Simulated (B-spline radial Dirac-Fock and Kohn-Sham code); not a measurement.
# EELS cross sections of the Cs M3 (3p3/2) edge

System: the free cesium atom, configuration [Xe] 6s1. Method: the first Born approximation with generalised oscillator strengths from a Dirac-Hartree-Slater potential (longitudinal and transverse terms; continuum final states only, so no white lines or fine structure). Computed with a radial atomic solver. The edge is taken at 1003.0 eV (tabulated value).

Partial cross sections σ(β, Δ) in barn, integrated over a window Δ above the edge and up to the collection semi-angle β, for parallel illumination:

```csv
E₀ (kV),β (mrad),Δ = 25 eV,Δ = 50 eV,Δ = 100 eV,Δ = 200 eV,Δ = 300 eV
60,5,23.5,42.6,75.7,127,162
60,10,72.0,130,233,393,509
60,50,399,687,1190,2010,2640
60,100,616,1030,1760,2960,3910
80,5,29.4,53.5,95.5,160,207
80,20,172,308,549,940,1240
80,50,371,638,1100,1860,2450
100,5,34.4,62.8,113,190,246
100,10,?,?,?,?,?
120,10,90.6,165,297,511,671
200,5,51.4,94.4,171,294,385
300,20,169,297,525,900,1190
300,50,257,438,756,1290,1720
300,100,271,460,794,1360,1820
```

Q: Give the row for 100 kV and 10 mrad.

A: 86.7 b for 25 eV, 158 b for 50 eV, 284 b for 100 eV, 486 b for 200 eV, 636 b for 300 eV.
